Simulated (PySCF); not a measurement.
Compound: C9H9FO.
Numbering: `[CH3:1][c:2]1[cH:3][cH:4][cH:5][c:6]([C:7](=[O:8])[F:9])[c:10]1[CH3:11]`

Geometry (GFN2-xTB, Å), atoms numbered from 1 in this order:
```
atom  x, y, z in Å
C1     2.3633   -0.6827   -0.2106
C2     1.0979    0.1228   -0.1678
C3     1.1706    1.4941   -0.3756
C4     0.0416    2.2948   -0.3353
C5    -1.1849    1.7242   -0.0800
C6    -1.2876    0.3447    0.1279
C7    -2.6000   -0.2313    0.4038
O8    -2.9257   -1.3430    0.6611
F9    -3.5949    0.7183    0.3484
C10   -0.1429   -0.4754    0.0789
C11   -0.2620   -1.9505    0.2862
H12    2.3357   -1.4094   -1.0215
H13    3.2189   -0.0313   -0.3685
H14    2.5117   -1.2193    0.7250
H15    2.1323    1.9454   -0.5723
H16    0.1233    3.3583   -0.4986
H17   -2.0706    2.3384   -0.0391
H18   -0.5931   -2.1609    1.3026
H19   -1.0170   -2.3654   -0.3790
H20    0.6781   -2.4609    0.1115
```

NICS = −σ at a ghost point: NICS(0) at the centroid of the ring atoms, NICS(1) 1 Å to either side along the normal of their mean plane, zz for the tensor component along that normal. Level: GIAO PBE0/pcSseg-1 (PySCF, non-relativistic, gas phase) on the GFN2-xTB geometry, one conformer.

Ring bond lengths (Å), with Mayer bond orders in brackets: C2–C3 1.389 (1.45), C3–C4 1.385 (1.42), C4–C5 1.377 (1.45), C5–C6 1.399 (1.37), C6–C10 1.409 (1.30), C10–C2 1.399 (1.37).

Problem. Give the NICS values of each ring in ppm.

Solution. 
| ring | type | NICS(0) | NICS(1), two faces | NICS(1)zz, two faces | rms pucker (Å) | centre to ring atoms, mean (Å) |
| --- | --- | --- | --- | --- | --- | --- |
| C2–C3–C4–C5–C6–C10 | 6-membered carbocycle; formal bonds all aromatic | -8.2 | -11.1 / -11.0 | -26.2 / -26.1 | 0.00 | 1.39 |

Problem. What do they say, and how far can they be read as aromaticity?

Solution. 
- C2–C3–C4–C5–C6–C10: mean NICS(1)zz -26.2 ppm, shielded. The ring is flat and has no four-coordinate atom; by the NICS criterion it is aromatic.

Problem. How equal are the bonds by HOMA? HOMA = 1 − mean of α(R − Ropt)² over the ring bonds, with Krygowski's 1993 parameters (CC: Ropt 1.388 Å, α 257.7 Å⁻²).

Solution. 
- C2–C3–C4–C5–C6–C10: HOMA 0.96 = 1 − EN − GEO, with mean bond length 1.393 Å, EN = α(Ropt − mean)² = 0.006 and GEO = α × variance = 0.029. The geometric and the magnetic index point the same way.

Problem. At the second NICS(1) probe listed for ring C2–C3–C4–C5–C6–C10, 1 Å off the ring, how large is the induced field along the normal in 1 T applied along it?

Solution. NICSzz × B0 = -26.1 ppm × 1 T = -26 μT, against the applied field.

Problem. What are the shieldings of the ring atoms and their hydrogens in the same run (means over atoms taken as equivalent)?

Solution. 
| atoms | environment | σ isotropic (ppm) |
| --- | --- | --- |
| C2 | substituted aromatic carbon | 44.4 |
| C3 | aromatic CH carbon | 43.7 |
| C4 | aromatic CH carbon | 55.7 |
| C5 | aromatic CH carbon | 47.8 |
| C6 | substituted aromatic carbon | 60.4 |
| C10 | substituted aromatic carbon | 34.5 |
| H15 | aromatic hydrogen | 23.94 |
| H16 | aromatic hydrogen | 24.18 |
| H17 | aromatic hydrogen | 23.23 |
